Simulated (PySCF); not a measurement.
C3H3N3, SMILES c1ncncn1 (connectivity only; charge and spin as stated), charge +1, multiplicity 2. Atoms are numbered in the order given.

```xyz
9

C      0.0000     1.1876     0.6715
N      0.0000     1.1889    -0.6718
C      0.0000     0.0000    -1.2753
N      0.0000    -1.1889    -0.6718
C      0.0000    -1.1876     0.6715
N      0.0000     0.0000     1.2676
H      0.0000     2.1246     1.2570
H      0.0000     0.0000    -2.3883
H      0.0000    -2.1246     1.2570
```
Charge +1, spin multiplicity 2.

Geometry: PBE-D3(BJ)/def2-SVP. The multiplicity is an assumed one; no other spin state was optimised.

The numbers are results of TDA-ωB97X/def2-SVPD (PySCF), not measurements.

Vertical excitations. 

| state | energy (eV) | λ (nm) | f | main pairs |
|---|---|---|---|---|
| root 1 | 1.14 | 1091 | 0.005 | β HOMO→LUMO 97 % |
| root 2 | 2.16 | 574 | 0.001 | β HOMO−3→LUMO 95 % |
| root 3 | 2.42 | 513 | 0.000 | β HOMO−1→LUMO 100 % |
| root 4 | 3.52 | 352 | 0.067 | β HOMO−2→LUMO 89 % |
| root 5 | 3.86 | 321 | 0.001 | α HOMO→LUMO+1 12 %, β HOMO→LUMO+1 85 % |
| root 6 | 4.19 | 296 | 0.000 | β HOMO→LUMO+2 95 % |
| root 7 | 4.69 | 264 | 0.000 | α HOMO→LUMO 93 % |
| root 8 | 4.72 | 263 | 0.006 | α HOMO→LUMO+1 82 %, β HOMO→LUMO+1 11 % |
| root 9 | 4.92 | 252 | 0.000 | α HOMO−2→LUMO+1 38 %, α HOMO−3→LUMO 6 %, β HOMO−1→LUMO+1 43 %, β HOMO−3→LUMO+2 8 % |
| root 10 | 5.29 | 234 | 0.000 | α HOMO−1→LUMO+1 83 %, β HOMO−2→LUMO+1 8 % |
Unrestricted roots are not spin-pure.
